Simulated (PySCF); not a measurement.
Species: C₅H₅O₃S (charge -1).
Bonds: O1–S2 (double), S2–O3 (double), S2–O4, S2–C5, C5–C6 (double), C6–C7, C7–C8 (double), C8–C9, C5–C9. Hydrogens: H10 on C6; H11 on C7; H12 on C8; H13, H14 on C9.

Level of theory: PySCF, TDDFT B3LYP/def2-SVPD, vertical, gas phase, core orbitals frozen in the response. Isolated species at its PBE0-D3(BJ)/def2-SVP geometry, gas phase. The geometry's basis has no diffuse functions, a weakness for an anion. Torsions of this conformer, `[O:1]=[S:2](=[O:3])([O-:4])[C:5]1=[CH:6][CH:7]=[CH:8][CH2:9]1`: O1–S2–C5–C6 1°.

Computed singlets with f of 0.002 or more:

```tsv
state	λ (nm)	f
S2	280.5	0.131
S3	255.2	0.0034
S5	241.1	0.0080
```

**Question.** Give A, τ, |μ| and ∫σ dE for each state.

**Answer.** Relations used (vacuum, state to state): A = 0.6670 f ν̃² s⁻¹ (ν̃ in cm⁻¹); τ = 1/A; f = (2/3) ΔE |μ|² in atomic units; ∫σ dE = 109.76 f Mb·eV.

```json
{"state": "S2", "A (s⁻¹)": "1.1×10⁸", "τ": "9 ns", "|μ| (D)": "2.80", "∫σ dE (Mb·eV)": "14"}
{"state": "S3", "A (s⁻¹)": "3.5×10⁶", "τ": "290 ns", "|μ| (D)": "0.43", "∫σ dE (Mb·eV)": "0.38"}
{"state": "S5", "A (s⁻¹)": "9.2×10⁶", "τ": "110 ns", "|μ| (D)": "0.64", "∫σ dE (Mb·eV)": "0.88"}
```

The rates are for emission to S0 at the absorption energy, with no other channel.

**Question.** What is the integrated cross-section of all computed states together?

**Answer.** Σf = 0.144 over S1 to S6, so 109.76 × Σf ≈ 15.9 Mb·eV.

**Question.** Which computed singlets stay under f = 0.002?

**Answer.** S1 (3.88 eV, f 0.0008), S4 (5.00 eV, f 0.0008) and S6 (5.19 eV, f 0.0001).

**Question.** Suppose S2 emitted 0.3 eV lower with the same transition dipole. How would A change?

**Answer.** At fixed |μ|, A goes as the cube of the energy: (4.12/4.42)³ = 0.81, which makes τ about 11 ns.

No detachment energy is given for this anion; states above it aren't bound, and a finite basis only mimics them.
